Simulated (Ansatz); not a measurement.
Be₈⁺. Total charge 1; doublet. Geometry r2SCAN/def2-SVP; atoms count from 1.

```csv
atom,x (Å),y (Å),z (Å)
Be1,1.053,0.835,-0.630
Be2,-0.130,1.614,1.209
Be3,0.590,-0.369,1.312
Be4,0.118,-0.432,-1.971
Be5,-1.429,0.061,1.430
Be6,-0.572,-1.355,-0.201
Be7,-1.070,0.903,-0.490
Be8,1.441,-1.257,-0.660
```

The charge 1 doublet is spin-contaminated (final ⟨S²⟩ up to 1.30, 0.75 for a pure state). The structure comes from a short search, and lower isomers may exist.

**Question.** Estimate the Mulliken populations from the PBE0/def2-TZVP orbitals of Ansatz.

**Answer.** 
```tsv
atom	charge (e)	spin (α − β)
Be1	0.21	0.27
Be2	0.04	-0.16
Be3	0.21	0.13
Be4	0.04	-0.16
Be5	0.04	0.27
Be6	0.21	0.13
Be7	0.21	0.27
Be8	0.04	0.27
```
Mulliken values depend strongly on the basis.

**Question.** Where does the spin sit?

**Answer.** Summed by element: Be 1.00, of 1 unpaired in all. Largest on single atoms: Be8 0.27, Be5 0.27, Be1 0.27.

**Question.** And the Mayer bond orders between heavy atoms (over 0.3)?

**Answer.** Be1–Be2 0.43 (2.32 Å); Be1–Be4 0.60 (2.07 Å); Be1–Be7 0.45 (2.13 Å); Be1–Be8 0.56 (2.13 Å); Be2–Be3 0.58 (2.11 Å); Be2–Be5 0.72 (2.04 Å); Be2–Be7 0.60 (2.07 Å); Be3–Be5 0.60 (2.07 Å); Be3–Be6 0.45 (2.15 Å); Be3–Be8 0.44 (2.32 Å); Be4–Be6 0.58 (2.11 Å); Be4–Be7 0.43 (2.32 Å); Be4–Be8 0.72 (2.04 Å); Be5–Be6 0.44 (2.32 Å); Be5–Be7 0.56 (2.13 Å); Be6–Be8 0.60 (2.07 Å).
